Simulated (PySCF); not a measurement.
C3H3, SMILES [CH]1[CH][CH]1 (connectivity only; charge and spin as stated), neutral, multiplicity 2. Atoms are numbered in the order given.

```xyz
6

C     -0.8735    -0.1374     0.0000
C      0.4179     0.0129    -0.6539
C      0.4179     0.0129     0.6539
H     -1.7330     0.5313     0.0000
H      0.9797     0.0694    -1.5696
H      0.9797     0.0694     1.5696
```
Charge 0, spin multiplicity 2.

The structure is a stationary point at B3LYP-D3(BJ)/def2-TZVP.

Two levels are set side by side: PBE/pcH-1 (PySCF) and PBE0/pcH-1 (PySCF). Contact hyperfine couplings, same geometry. Differences are taken from unrounded values.

| quantity | PBE0 |
|---|---|
| A(iso) of 13C, atom C1 (MHz) | 350.6 |
| A(iso) of 13C, atom C2 (MHz) | -4.7 |
| A(iso) of 13C, atom C3 (MHz) | -4.7 |
| A(iso) of 1H, atom H4 (MHz) | 103.5 |
| A(iso) of 1H, atom H5 (MHz) | -14.1 |
| A(iso) of 1H, atom H6 (MHz) | -14.1 |

Task: What does PBE give, and how far is it from PBE0? (An estimate is asked for; the answer gives what the named calculation found.)

Result: 
```
quantity                        PBE  PBE minus PBE0
----------------------------  -----  --------------
A(iso) of 13C, atom C1 (MHz)  332.8           -17.8
A(iso) of 13C, atom C2 (MHz)   -4.0             0.7
A(iso) of 13C, atom C3 (MHz)   -4.0             0.7
A(iso) of 1H, atom H4 (MHz)   105.3             1.8
A(iso) of 1H, atom H5 (MHz)   -12.7             1.4
A(iso) of 1H, atom H6 (MHz)   -12.7             1.4
```

Rough cost on one machine, each run with all the roots and properties that it gave: PBE0 against PBE within a factor of 2.
